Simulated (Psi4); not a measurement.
CH6F2Si2, singlet, geometry from GFN2-xTB; Psi4 with HF/def2-TZVPD.

Input for Psi4:
```
memory 2 GB

molecule mol {
0 1
  Si    1.548035    0.447802    0.192589
  F     2.884084   -0.256207   -0.375800
  C     0.068446   -0.559519   -0.415037
  Si   -1.619576    0.075992    0.150306
  F    -2.742396   -0.905167   -0.466663
  H     1.581192    1.792036   -0.364008
  H     1.702781    0.404989    1.639001
  H     0.185553   -1.593653   -0.085128
  H     0.086801   -0.592335   -1.506146
  H    -1.941145    1.385176   -0.397882
  H    -1.804610   -0.021514    1.590479
}

set basis def2-tzvpd
set reference rhf

energy('scf')
print_variables()
```

Output, abridged:

```
   => Loading Basis Set <=

    Name: DEF2-TZVPD
    Role: ORBITAL
    Keyword: BASIS

         ---------------------------------------------------------
                                   SCF
               by Justin Turney, Rob Parrish, Andy Simmonett
                          and Daniel G. A. Smith
                              RHF Reference
         ---------------------------------------------------------

  ==> Geometry <==

    Molecular point group: c1
    Full point group: C1

    Geometry (in Angstrom), charge = 0, multiplicity = 1:

       Center              X                  Y                   Z               Mass
    ------------   -----------------  -----------------  -----------------  -----------------
         SI           1.536241978964     0.561544402184     0.286426487579    27.976926534650
         F            2.872290978964    -0.142464597816    -0.281962512421    18.998403162730
         C            0.056652978964    -0.445776597816    -0.321199512421    12.000000000000
         SI          -1.631369021036     0.189734402184     0.244143487579    27.976926534650
         F           -2.754189021036    -0.791424597816    -0.372825512421    18.998403162730
         H            1.569398978964     1.905778402184    -0.270170512421     1.007825032230
         H            1.690987978964     0.518731402184     1.732838487579     1.007825032230
         H            0.173759978964    -1.479910597816     0.008709487579     1.007825032230
         H            0.075007978964    -0.478592597816    -1.412308512421     1.007825032230
         H           -1.952938021036     1.498918402184    -0.304044512421     1.007825032230
         H           -1.816403021036     0.092228402184     1.684316487579     1.007825032230

  Running in c1 symmetry.

  Rotational constants: A =      0.37663  B =      0.03608  C =      0.03392 [cm^-1]
  Rotational constants: A =  11291.18538  B =   1081.56431  C =   1016.91701 [MHz]
  Nuclear repulsion =  290.503877687871125

  Charge       = 0
  Multiplicity = 1
  Electrons    = 58
  Nalpha       = 29
  Nbeta        = 29

  ==> Algorithm <==

  SCF Algorithm Type is DF.
  DIIS enabled.
  MOM disabled.
  Fractional occupation disabled.
  Guess Type is SAD.
  Energy threshold   = 1.00e-06
  Density threshold  = 1.00e-06
  Integral threshold = 1.00e-12

  ==> Primary Basis <==

  Basis Set: DEF2-TZVPD
    Blend: DEF2-TZVPD
    Number of shells: 101
    Number of basis functions: 257
[...]

                           Total Energy        Delta E     RMS |[F,P]|

   @DF-RHF iter SAD:  -817.34508957722824   -8.17345e+02   0.00000e+00
   @DF-RHF iter   1:  -818.23607806742166   -8.90988e-01   2.19524e-03 DIIS/ADIIS
   @DF-RHF iter   2:  -818.34588552383104   -1.09807e-01   1.24791e-03 DIIS/ADIIS
   @DF-RHF iter   3:  -818.37867798222248   -3.27925e-02   1.79552e-04 DIIS/ADIIS
   @DF-RHF iter   4:  -818.38039088014784   -1.71290e-03   5.90685e-05 DIIS
   @DF-RHF iter   5:  -818.38058364312894   -1.92763e-04   1.58130e-05 DIIS
   @DF-RHF iter   6:  -818.38059740338383   -1.37603e-05   3.73368e-06 DIIS
   @DF-RHF iter   7:  -818.38059869756012   -1.29418e-06   7.30958e-07 DIIS
   @DF-RHF iter   8:  -818.38059874540511   -4.78450e-08   1.33924e-07 DIIS
  Energy and wave function converged.

  ==> Post-Iterations <==

    Orbital Energies [Eh]
    ---------------------

    Doubly Occupied:

[...]
    Virtual:

[...]
    Final Occupation by Irrep:
              A
    DOCC [    29 ]
    NA   [    29 ]
    NB   [    29 ]

  @DF-RHF Final Energy:  -818.38059874540511

   => Energetics <=

    Nuclear Repulsion Energy =            290.5038776878711246
    One-Electron Energy =               -1714.9326549692248136
    Two-Electron Energy =                 606.0481785359485229
    Total Energy =                       -818.3805987454051092

Computation Completed

Properties will be evaluated at   0.000000,   0.000000,   0.000000 [a0]

Properties computed using the SCF density matrix

 Multipole Moments:

 ------------------------------------------------------------------------------------
     Multipole            Electronic (a.u.)      Nuclear  (a.u.)        Total (a.u.)
 ------------------------------------------------------------------------------------

 L = 1.  Multiply by 2.5417464519 to convert [e a0] to [Debye]
 Dipole X            :          0.3007018           -0.3574024           -0.0567006
 Dipole Y            :         -2.3738511            2.8258857            0.4520347
 Dipole Z            :         -1.6631164            1.9786024            0.3154859
 Magnitude           :                                                    0.5541495

 ------------------------------------------------------------------------------------

  Variable Map:
  ----------------------------------------------------------------------------
[...]
  Array Variable Map:
  ----------------------------------------------------------------------------
[...]
[...]
```
